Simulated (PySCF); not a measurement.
Structure and specific rotation at 589.3 nm (origin-invariant length gauge)

Level of theory: PySCF 2.14.0, TDDFT CAM-B3LYP/def2-SVPD circular dichroism and optical rotation, one conformer, gas phase. Geometry: GFN2-xTB.

Each molecule in one low-energy conformer. The parent is O[C@@H]1C[SiH2][C@@H]1CCF.

The molecule is flexible and this is one conformer; a measurement averages over conformers.

(1) How does the specific rotation at 589.3 nm (origin-invariant length gauge) change along this series?
- O[C@@H]1C[SiH2][C@@H]1CCF (base)
- O[C@H]1C[SiH2][C@@H]1CCF (diastereomer)

Answers

(1) 
| molecule | [α]589 (deg dm⁻¹ (g/mL)⁻¹) | S1 (eV) | R(S1), velocity form (10⁻⁴⁰ esu² cm²) |
| --- | --- | --- | --- |
| O[C@@H]1C[SiH2][C@@H]1CCF | +134.2 | 7.12 | -12.1 |
| O[C@H]1C[SiH2][C@@H]1CCF | +90.1 | 6.87 | -6.9 |

The specific rotation at 589.3 nm (origin-invariant length gauge) is lowest for O[C@H]1C[SiH2][C@@H]1CCF and highest for O[C@@H]1C[SiH2][C@@H]1CCF.
